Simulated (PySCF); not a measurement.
C₅H₂F₃ (doublet state).
Structure used (GFN2-xTB), in Å, numbered top down from 1:
```
atom  x, y, z in Å
C1     2.792   -0.487   -0.063
C2     1.642   -0.166   -0.254
C3     0.330    0.204   -0.480
F4     0.046    0.884   -1.610
C5    -0.747   -0.072    0.380
F6    -0.444   -0.751    1.500
C7    -2.033    0.302    0.140
F8    -3.021    0.016    0.986
H9     3.785   -0.773    0.117
H10   -2.341    0.847   -0.737
```

The hyperfine couplings belong to this conformer and change with its torsions.

The species is `C#C/C(F)=C(\F)[CH]F` [radical].

Method used: PySCF, UKS B3LYP, pcH-1 on C F H, non-relativistic, mean-field spin-orbit, GIAO. Geometry: GFN2-xTB, one conformer, isolated molecule. A GFN2-xTB geometry isn't a minimum of the functional, and hyperfine couplings can be far from their values at a DFT geometry. Stability of the SCF solution: not tested. ⟨S²⟩ is 0.783 where a pure state has 0.75.

Task: What is the g tensor, term by term?

Result: 
```tsv
Δg (ppm)	1	2	3
relativistic mass correction	-195	-195	-195
gauge correction	-7	38	41
orbital Zeeman/spin–orbit	-54	1864	2596
total	-255	1706	2442
```

So g = 2.00206, 2.00403, 2.00476 and g_iso = 2.00362; the tensor is rhombic: the two nearest values differ by 27 % of g3 − g1. Axes: g1 is normal to the molecular plane and g2 points within 7° of the C3–F4 bond.

Task: Average each term over the three axes. Which is largest in size?

Result: The orbital-Zeeman/spin–orbit term 1469, the mass correction -195 and the gauge correction 24 ppm, for a total of 1298 ppm. The orbital-Zeeman/spin–orbit term is the largest in size. The mass correction is the same along every axis, so the anisotropy comes from the other two: their spans along these axes are 47 (gauge) and 2649 ppm (orbital Zeeman/spin–orbit).

Task: At 94.28 GHz, how far is the centre of the isotropic spectrum from where a free electron (g = 2.002319) resonates?

Result: B = hν/(g μB) with μB/h = 13.99624 MHz/mT gives 3364.14 mT for the free electron and 3361.97 mT at g_iso, 2.18 mT lower.

Task: What are the electron Larmor frequencies g μB B/h along the three axes at 350 mT?

Result: 9.8075, 9.8171, 9.8207 GHz for g1, g2 and g3, a range of 13.2 MHz.

Task: In a frozen sample, at which fields do the three g values resonate at 9.5, 34, 94 and 263 GHz (hyperfine left aside), and which band first spreads them over more than twice a line width of 0.5 mT?

Result: 
```tsv
band	GHz	B(g3) mT	B(g2) mT	B(g1) mT	spread mT
X	9.5	338.57	338.70	339.03	0.46
Q	34.0	1211.73	1212.17	1213.36	1.63
W	94.0	3350.07	3351.30	3354.58	4.51
J	263.0	9373.06	9376.50	9385.69	12.62
```

The spread grows in proportion to the frequency. Q band is the first where it exceeds 1.0 mT.

The Mulliken spin populations are largest on C3 (+0.51), C7 (+0.46), C1 (+0.39) and C5 (-0.19). Three atoms exceed +0.15. The angles at C3 add up to 360.0°, so it is planar.

The HOMO–LUMO gaps are 5.16 eV among the α and 4.58 eV among the β orbitals.
